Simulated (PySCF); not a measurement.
# Reading the logs of faulty runs: B2H6NSi

Calculated results; nothing here was measured. The program is PySCF 2.14.0, an open-source quantum chemistry code, run on an isolated molecule that a program drew, which may never have been made. The molecule is B2H6NSi (charge 0, doublet), drawn as the SMILES string `BB(N)[SiH2]`.

Each row is a Hartree-Fock (HF) and frozen-core CCSD(T) single point in the cc-pV(D+d)Z basis, meant for a local HF minimum. Run 1 is clean. Each other run has one planted mistake out of seven kinds, and not every kind appears here: one electron removed, one electron added, multiplicity raised by two, geometry at a saddle point, minimal basis STO-3G, one bond length entered in bohr, all coordinates scaled. The reference is restricted for singlets and unrestricted otherwise, and also for a bond in bohr. Adding or removing an electron swaps singlet and doublet. Electrons count all cores. HOMO and LUMO are orbital energies over both spins, the gradient is its largest component, and the lowest frequency (negative if imaginary) is given only where the gradient is small. Bond lengths are over the 9 bonds as drawn. T1 is the CCSD diagnostic: over 0.02 (restricted) or 0.045 (unrestricted) a single reference is doubtful.

Geometry of the clean run:
```xyz
10
B2H6NSi, angstrom
B     1.4731   -0.2511    0.7920
B     0.0931   -0.5533   -0.1568
N     0.0844   -1.3061   -1.3341
Si   -1.6709    0.2871    0.4522
H     2.1074    0.7677    0.6880
H     1.8299   -1.0151    1.6521
H     0.9010   -1.7343   -1.7199
H    -0.7355   -1.4815   -1.8775
H    -1.7708    0.6520    1.8883
H    -2.9029   -0.4463    0.0525
```

| run | electrons | basis functions | <S^2> | HOMO (eV) | LUMO (eV) | gradient (hartree/bohr) | lowest frequency (cm^-1) | mean bond (Å) | longest bond (Å) | T1 | HF (hartree) | CCSD(T) (hartree) | mistake |
|---|---|---|---|---|---|---|---|---|---|---|---|---|---|
| 1 | 37 | 95 | 0.762 | -8.21 | 1.33 | 1.8e-05 | 110 | 1.3919 | 2.047 | 0.0165 | -396.21949 | -396.70950 | no fault |
| 2 | 37 | 30 | 0.757 | -5.59 | 6.29 | 3.6e-02 | - | 1.3919 | 2.047 | 0.0174 | -391.53049 | -391.73469 | minimal basis STO-3G |
| 3 | 36 | 95 | 0.000 | -15.78 | -6.42 | 4.3e-02 | - | 1.3919 | 2.047 | 0.0205 | -395.95071 | -396.43287 | one electron removed |
| 4 | 37 | 95 | 0.769 | -7.47 | 0.94 | 4.6e-05 | -393 | 1.3893 | 2.002 | 0.0177 | -396.21190 | -396.70561 | geometry at a saddle point |
| 5 | 37 | 95 | 1.787 | -7.77 | 0.96 | 3.8e-02 | - | 1.5301 | 2.641 | 0.0250 | -396.05047 | -396.50685 | ? |

**Which mistake was planted in run 5, and what did it cost?**

The mean bond changes by a factor of 1.099 and the longest by 1.290, so the molecule wasn't scaled as a whole. A length L in bohr read as angstrom grows by (1/0.5292 - 1) L = 0.890 L. The 9 bonds together grew by 9 x 0.1382 = 1.244 Å, which gives L = 1.398 Å. That is bond B2-N3, 1.397 Å in the clean geometry. So the mistake is: one bond length entered in bohr. Subtracting run 1 and multiplying by 627.51 kcal/mol a hartree, the energy moved by 106.1 kcal/mol in HF and 127.2 kcal/mol in CCSD(T).

Cautions from the logs. Run 3: T1 is over the limit, so its CCSD(T) energy is less reliable.
